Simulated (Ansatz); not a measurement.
Reaction (isomerisation): `[SiH3]/N=C\[SeH]` → `N=C([SiH3])[SeH]`

Calculated with Ansatz (gas phase, PBE0-D4/def2-TZVP geometries, no zero-point term in ΔE). CCSD(T)/CBS adds triple-zeta CCSD(T) − MP2 to the extrapolated MP2 energy (def2 sets, frozen cores). Functionals use def2-TZVPP. For Se outer-core shells are correlated without core-valence functions, which leaves a few kJ/mol of doubt a bond. Scalar relativity is left out up to krypton. One conformer a species, not always the lowest.

`[SiH3]/N=C\[SeH]`:

```xyz
9

Si    0.548    1.296    0.768
N     0.262   -0.412    0.783
C    -0.230   -1.181   -0.066
Se   -0.894   -0.708   -1.824
H    -0.200    1.885    1.904
H     2.003    1.508    0.954
H     0.115    1.956   -0.499
H    -0.334   -2.254    0.122
H    -1.269   -2.091   -2.140
```

`N=C([SiH3])[SeH]`:

Cartesian coordinates in Å:
```
N 1.861 0.494 -0.407
C 0.597 0.451 -0.400
Si -0.490 -0.702 0.635
Se -0.299 1.689 -1.564
H 2.262 -0.190 0.235
H 0.419 -1.558 1.440
H -1.331 -1.534 -0.262
H -1.369 0.103 1.520
H -1.652 1.246 -1.197
```

```csv
level,ΔE (kJ/mol)
B2PLYP,53.8
r2SCAN,53.0
HF/def2-TZVPP,58.8
MP2/def2-TZVPP,51.2
SCS-MP2/def2-TZVPP,51.4
CCSD/def2-TZVPP,48.2
HF/CBS(def2),59.2
MP2/CBS(def2),51.3
```

Task: What does CCSD(T)/CBS give? (An estimate is asked.)

Result: Computed: +47.3 kJ/mol. The listed levels differ from it by 6.5, 5.7, 11.5, 3.9, 4.1, 0.9, 11.9, 4.0 kJ/mol.

Largest T1 diagnostic among the species: 0.013.

In def2-TZVPP, CCSD(T) changes the Hartree–Fock value by −11.6 kJ/mol (the triples alone add −0.9 kJ/mol) and MP2 by −7.6 kJ/mol.
